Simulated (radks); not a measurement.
Ionisation of neutral silicon, [Ne] 3s2 3p2, to [Ne] 3s2 3p1 as the strength of local exchange is varied. Calculated with a radial shooting solver on a logarithmic mesh with Libxc functionals: non-relativistic Kohn-Sham, Slater X-alpha exchange (alpha = 2/3 is LDA exchange), no correlation, spin-polarised, spherical densities, point nucleus; open shells are filled with parallel spins first.

| alpha | E(Si) (hartree) | exchange (hartree) | IE (eV) | -e of the level emptied (eV) | <r> of it (bohr) |
|---|---|---|---|---|---|
| 0.603 | -285.41873 | -16.65655 | 6.882 | 3.421 (3p) | 2.901 |
| 0.654 | -286.83048 | -18.14180 | 7.330 | 3.808 (3p) | 2.834 |
| 0.667 | -287.19129 | -18.52227 | 7.446 | 3.910 (3p) | 2.818 |
| 0.707 | -288.30390 | -19.69779 | 7.808 | 4.228 (3p) | 2.769 |
| 0.73 | -288.94531 | -20.37699 | 8.021 | 4.416 (3p) | 2.743 |
| 0.757 | -289.69981 | -21.17738 | 8.273 | 4.640 (3p) | 2.712 |
| 0.863 | -292.67803 | -24.35149 | 9.299 | 5.564 (3p) | 2.602 |
| 0.921 | -294.31846 | -26.10974 | 9.884 | 6.098 (3p) | 2.547 |

NIST Atomic Spectra Database: 8.152 eV (measured). The Delta-SCF value meets it near alpha = 0.74. Open shells are spherical and high-spin; term and fine-structure splittings are not resolved.
